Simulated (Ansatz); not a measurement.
CuGeH4 (charge +1), closed shell: a pair in one relaxed arrangement.

in.yaml

```yaml
crystal:
  periodic: [false, false, false]
  atoms:
    - {symbol: Cu, position_ang: [0.233509, -0.238146, -1.876710]}
    - {symbol: Ge, position_ang: [-0.062458, 0.063597, 0.502014]}
    - {symbol: H, position_ang: [1.164766, 0.285450, 1.363250]}
    - {symbol: H, position_ang: [0.168179, -1.284544, -0.361375]}
    - {symbol: H, position_ang: [-0.036545, 1.149923, -0.696234]}
    - {symbol: H, position_ang: [-1.467451, 0.023618, 1.068956]}
basis:
  gaussian: {orbitals: "def2-TZVPPD.json"}
total_charge: 1
hamiltonian: {xc: {name: B2PLYP}}
correlation: {frozen_orbitals: {Cu: 9, Ge: 9, H: 0}}
```

The basis file named in the input lies beside it (Basis Set Exchange, JSON).

Launched with

```bash
ansatz run in.yaml --threads 4 --pin off --events-out ev --progress --plain --max-ram 9574MiB
```

Output of Ansatz 0.2.0:

```
Functional definition: B2PLYP
  name "B2PLYP"
  cite "Grimme, J. Chem. Phys. 124, 034108 (2006) doi:10.1063/1.2148954"
  cite "Becke, Phys. Rev. A 38, 3098 (1988) doi:10.1103/PhysRevA.38.3098"
  cite "Lee, Yang & Parr, Phys. Rev. B 37, 785 (1988) doi:10.1103/PhysRevB.37.785"
  parameter a = 0.53
  parameter c = 0.27
  exchange = (1 - a)*b88_x + a*exact_x
  correlation = (1 - c)*lyp_c + c*(mp2_os + mp2_ss)
1160 factors; integrals over basis functions are off by at most 1.0e-3 eV
mean field evaluation 1: about -101173.9396 eV, gradient 1.5e2 eV
mean field evaluation 2: about -101173.9984 eV, gradient 1.5e2 eV
mean field evaluation 4: about -101182.0956 eV, gradient 8.1e1 eV
mean field evaluation 8: about -101192.1833 eV, gradient 4.7e-1 eV
mean field evaluation 16: about -101192.2105 eV, gradient 5.0e-4 eV
mean field evaluation 32: about -101057.4926 eV, gradient 1.6e2 eV
mean field -101192.21052259 eV, -3718.7451461615 hartree, gradient 1.2e-6 eV, S^2 0.000000; 2 other end points of the search recorded, 0 dependent functions left out
18 core orbitals not correlated: weight in the atoms' cores, before any rotation towards them, 1.000 or more for the frozen orbitals, at most 0.000 for the correlated occupied ones
reference -101192.21067317 eV, -3718.7451516949 hartree; 14, 14 occupied and 157, 157 virtual orbitals, 1160 factors
second order -25.17368753 eV of doubles, -0.00000000 eV of singles
Total energy: -101199.00756880 eV, -3718.9949330024 hartree
```

The run took about 5.5 s on 4 CPU threads of an Intel Xeon Platinum 8375C (shared host).
